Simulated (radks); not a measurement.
Pb, 82 electrons, occupied as [Hg] 6p1 7d1 (not the ground configuration). Calculated with a radial shooting solver on a logarithmic mesh with Libxc functionals: Dirac Kohn-Sham, LDA (Slater exchange, Perdew-Wang correlation), spin-unpolarised, spherical densities, point nucleus; open shells fill j = l - 1/2 first. Some entries of the table are withheld. Estimate them.

orbital,occ.,eigenvalue (eV),<r^2> (bohr^2),<r> (bohr)
1s1/2,2,-87917.80,0.0003575,0.01606
2s1/2,2,-15716.98,0.005368,0.06693
2p1/2,2,-15096.53,0.003777,(1)
2p3/2,4,-12908.89,0.004959,(2)
3s1/2,2,-3775.993,0.03480,0.1741
3p1/2,2,-3495.691,0.03161,0.1645
3p3/2,4,-3007.684,0.03796,0.1808
3d3/2,4,-2545.917,0.02894,0.1570
3d5/2,6,-2442.009,0.03066,0.1619
4s1/2,2,-858.1127,0.1669,0.3843
4p1/2,2,-736.8838,0.1692,(3)
4p3/2,4,-617.1693,0.2007,(4)
4d3/2,4,-419.4590,0.2085,0.4248
4d5/2,6,-397.1189,0.2194,0.4359
5s1/2,2,-149.2477,0.8165,0.8533
4f5/2,6,-140.8694,0.2435,0.4509
4f7/2,8,-135.8340,0.2504,0.4572
5p1/2,2,-107.7303,0.9378,0.9116
5p3/2,4,-85.1439,1.140,1.005
5d3/2,4,-28.0683,1.896,1.276
5d5/2,6,-25.4605,2.048,1.325
6s1/2,2,(5),5.737,2.254
6p1/2,1,-9.3095,8.833,2.781
6p3/2,0,-7.4697,11.21,3.134
7d3/2,1,-0.6053,336.6,17.30
7d5/2,0,-0.5911,338.6,17.27

Answer. 
(1) 2p1/2 <r> (bohr): 0.05489
(2) 2p3/2 <r> (bohr): 0.06381
(3) 4p1/2 <r> (bohr): 0.3854
(4) 4p3/2 <r> (bohr): 0.4202
(5) 6s1/2 eigenvalue (eV): -17.2125
